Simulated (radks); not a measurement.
Values are calculated unless marked as measured or tabulated.
The arsenic ion As30+, configuration [He] 2s1. Level of theory: non-relativistic Kohn-Sham, TPSS, spin-polarised, spherical densities, point nucleus; open shells are filled with parallel spins first; meta-GGA in the generalised Kohn-Sham scheme (a radial shooting solver on a logarithmic mesh with Libxc functionals).

Normalised radial functions P(r) = r R(r), r in bohr:

```
   r/bohr * 1s up (the largest magnitude, 4.18, reaches the edge; | marks zero)
 0.002603 |           *
  0.00323 |             *
 0.004009 |                *
 0.004976 |                    *
 0.006176 |                        *
 0.007665 |                            *
 0.009513 |                                 *
  0.01181 |                                      *
  0.01465 |                                            *
  0.01819 |                                                *
  0.02257 |                                                    *
  0.02801 |                                                      *
  0.03477 |                                                      *
  0.04315 |                                                   *
  0.05355 |                                             *
  0.06646 |                                    *
  0.08249 |                          *
   0.1024 |                 *
   0.1271 |         *
   0.1577 |    *
   0.1957 | *
   0.2429 *
   0.3015 *
   0.3741 *
   0.4643 *
   0.5763 *
   0.7153 *
   0.8877 *
    1.102 *
    1.367 *
```

1s up: eigenvalue -13896.7 eV, 0 radial nodes, <r> = 0.0460 bohr, 90 % of the charge inside 0.0818 bohr.
